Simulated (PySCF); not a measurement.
Structure with atom numbers: `[CH:1]#[C:2][C@@H:3]1[CH2:4][C@@:5]2([O:6][CH:7]=[O:8])[CH2:9][CH2:10][C@@H:11]1[CH2:12]2` (H(Xn): hydrogen on atom n). Ha(C4), Ha(C12) are cis to C2 on the ring; Ha(C9), Ha(C10) are cis to C3 on the ring; Hb(C4), Hb(C12) are trans to C2 on the ring; Hb(C9), Hb(C10) are trans to C3 on the ring.

Theoretical values (PySCF 2.14): PBE0-D3(BJ)/def2-SVP geometry, GIAO KT2/pcSseg-1 shieldings, spin–spin couplings from B3LYP/pcJ-1 (without the spin–dipole term). Single conformer, gas phase, non-relativistic.

**Question.** Predict the 2D correlation tables (HSQC, COSY, HMBC).

**Answer.** 

HSQC (one-bond C–H):
```
            δH          δC  $^{1}J$(C,H) (Hz)
  7.79 (H(C7))  153.6 (C7)                230
 2.91 (Hb(C4))   43.4 (C4)                148
  2.59 (H(C3))   37.8 (C3)                143
 2.45 (Ha(C9))   33.5 (C9)                146
  2.14 (H(C1))   66.6 (C1)                272
2.07 (Ha(C12))  42.2 (C12)                144
 2.02 (H(C11))  43.9 (C11)                154
1.87 (Hb(C10))  32.8 (C10)                137
 1.55 (Ha(C4))   43.4 (C4)                140
1.42 (Ha(C10))  32.8 (C10)                139
1.42 (Hb(C12))  42.2 (C12)                142
 1.38 (Hb(C9))   33.5 (C9)                136
```

COSY cross peaks (|J| ≥ 2 Hz):
```
            δH              δH  abs. J (Hz)  bonds
 2.91 (Hb(C4))    2.59 (H(C3))         10.7      3
 2.91 (Hb(C4))   1.55 (Ha(C4))         13.7      2
 2.91 (Hb(C4))  1.42 (Hb(C12))          2.3      4
  2.59 (H(C3))    2.14 (H(C1))          3.9      4
  2.59 (H(C3))   1.55 (Ha(C4))          5.2      3
 2.45 (Ha(C9))  2.07 (Ha(C12))          2.2      4
 2.45 (Ha(C9))  1.87 (Hb(C10))          4.9      3
 2.45 (Ha(C9))  1.42 (Ha(C10))         10.9      3
 2.45 (Ha(C9))   1.38 (Hb(C9))         13.4      2
2.07 (Ha(C12))  1.42 (Ha(C10))          2.4      4
2.07 (Ha(C12))  1.42 (Hb(C12))         10.3      2
 2.02 (H(C11))  1.87 (Hb(C10))          5.5      3
1.87 (Hb(C10))  1.42 (Ha(C10))         14.2      2
1.87 (Hb(C10))   1.38 (Hb(C9))         14.8      3
 1.55 (Ha(C4))   1.38 (Hb(C9))          4.2      4
1.42 (Ha(C10))   1.38 (Hb(C9))          5.3      3
```

HMBC (two and three bonds, |J| ≥ 2.5 Hz):
```
            δH                                                                                         δC [abs. J in Hz]
  7.79 (H(C7))                                                                                           87.1 (C5) [6.6]
 2.91 (Hb(C4))                     87.1 (C5) [3.7], 84.4 (C2) [3.9], 43.9 (C11) [2.7], 42.2 (C12) [7.3], 33.5 (C9) [5.2]
  2.59 (H(C3))  84.4 (C2) [10.0], 66.6 (C1) [4.7], 43.9 (C11) [4.1], 43.4 (C4) [2.9], 42.2 (C12) [5.3], 32.8 (C10) [5.4]
 2.45 (Ha(C9))                                      87.1 (C5) [4.2], 43.9 (C11) [2.6], 43.4 (C4) [5.1], 42.2 (C12) [7.2]
  2.14 (H(C1))                                                                         84.4 (C2) [51.4], 37.8 (C3) [3.7]
2.07 (Ha(C12))                                      87.1 (C5) [4.0], 43.4 (C4) [2.7], 33.5 (C9) [7.7], 32.8 (C10) [10.3]
 2.02 (H(C11))                                       87.1 (C5) [12.2], 84.4 (C2) [3.9], 43.4 (C4) [5.2], 33.5 (C9) [6.4]
1.87 (Hb(C10))                                                       43.9 (C11) [2.7], 37.8 (C3) [11.0], 33.5 (C9) [3.9]
 1.55 (Ha(C4))                                       87.1 (C5) [5.3], 84.4 (C2) [10.7], 37.8 (C3) [4.5], 33.5 (C9) [6.5]
1.42 (Ha(C10))                                      87.1 (C5) [2.7], 43.9 (C11) [3.0], 42.2 (C12) [6.8], 37.8 (C3) [6.3]
1.42 (Hb(C12))                                       87.1 (C5) [4.0], 43.4 (C4) [7.6], 37.8 (C3) [10.3], 33.5 (C9) [2.7]
 1.38 (Hb(C9))                                                        87.1 (C5) [5.4], 43.4 (C4) [6.5], 32.8 (C10) [4.2]
```

Scale: $^{1}$H (31.18 ppm) and $^{13}$C (183.22 ppm) against TMS (reference shieldings calculated alike).

Short H···H contacts in this conformer between protons four or more bonds apart (candidates for NOE cross peaks, intensity ∝ r⁻⁶): H(C3)···Ha(C10) 2.35 Å, Hb(C4)···Ha(C9) 2.41 Å, Ha(C4)···Ha(C12) 2.63 Å, Hb(C9)···Hb(C12) 2.63 Å, Hb(C10)···Hb(C12) 2.68 Å.

Unscaled 3J(H,H) at this level run about 10 % above measured values. Shifts are as computed. Against solution values, carbons near 30 ppm lie about +2 ppm off and those near 130 ppm about -5 ppm. Of 1309 compounds with measured shifts, 239 miss one by over three times the rms of a fit or turn the order of signals round; such compounds aren't used in these exercises.
